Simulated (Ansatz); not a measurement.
`N[SiH](O)[SiH2]O` + H₂O → `O[SiH2][SiH](O)O` + NH₃  (formal hydrolysis of the Si–N bond)

Calculated with Ansatz (gas phase, PBE0-D4/def2-TZVP geometries, no zero-point term in ΔE). CCSD(T)/CBS is the MP2 limit (def2-TZVPP, def2-QZVPP) plus CCSD(T) − MP2 in def2-TZVPP, frozen cores. This one scheme is used for every species. Functionals use def2-TZVPP. HSE06 is defined as in plane-wave codes. Each species was taken in one conformer, which may not be the lowest.

(1) Is it downhill or uphill in electronic energy at CCSD(T)/CBS, and by how much? (Estimate.)

(2) What do these levels give: LDA (SPW92), HSE06-D4, CAM-B3LYP-D4, r2SCANh, r2SCAN0, LC-ωPBE, RPA@PBE/def2-TZVPP, HF/def2-TZVPP, MP2/def2-TZVPP, SCS-MP2/def2-TZVPP, CCSD(T)/def2-TZVPP, HF/def2-QZVPP? (Best estimate.)

Largest T1 diagnostic among the species: 0.012.

Answers

(1) The calculation gave: Downhill: ΔE = -9.5 kcal/mol.

(2) The calculation gave: LDA (SPW92) -8.9, HSE06-D4 -9.3, CAM-B3LYP-D4 -10.3, r2SCANh -10.5, r2SCAN0 -10.3, LC-ωPBE -9.6, RPA@PBE/def2-TZVPP -10.5, HF/def2-TZVPP -11.8, MP2/def2-TZVPP -9.9, SCS-MP2/def2-TZVPP -10.5, CCSD(T)/def2-TZVPP -10.2, HF/def2-QZVPP -11.7 kcal/mol.

In def2-TZVPP, CCSD(T) changes the Hartree–Fock value by +1.6 kcal/mol (the triples alone add +0.1 kcal/mol) and MP2 by +1.9 kcal/mol. Leaving LDA and LC-ωPBE aside and taking each functional with its dispersion term where it has one, the values, not all of them listed here, spread over 2.1 kcal/mol, from B97M-V to revPBE-D4. LDA lies +1.0 kcal/mol from PBE without D4.
